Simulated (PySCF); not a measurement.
Sn(F)3(SiH3) (F3H3SiSn), SMILES [Sn]([F])([F])([SiH3])[F].

Geometry optimised at PBE0-D3(BJ)/def2-SVP. The def2 effective core potentials stand for the cores of Sn; spin–orbit coupling is left out.

Method: PySCF with PBE0-D3(BJ)/def2-SVP.

Frequencies are harmonic and unscaled.

Modes within 1.5 cm⁻¹ of each other (mostly degenerate sets) share a row, with their intensities summed.

Task: Estimate the vibrational spectrum. (An estimate is asked for; the answer gives what the named calculation found.)

Result: 
```
mode   ν (cm⁻¹)  IR (km/mol)  moving atoms (share of kinetic energy)
-----  --------  -----------  --------------------------------------
1            43          0.0                                  H 97 %
2–3          84          5.3                F 57 %, Si 22 %, Sn 14 %
4–5         170         28.2                         F 89 %, Sn 11 %
6           194         63.3                 F 78 %, Sn 13 %, Si 9 %
7           310          1.7                        Si 68 %, Sn 21 %
8–9         503          5.1                          H 90 %, Si 9 %
10          642         96.9                          F 89 %, Sn 9 %
11–12       657        127.4                         F 83 %, Sn 17 %
13          835        210.9                          H 90 %, Si 9 %
14–15       919         83.6                                  H 97 %
16         2256         23.1                                  H 99 %
17–18      2284         74.1                                  H 96 %
```
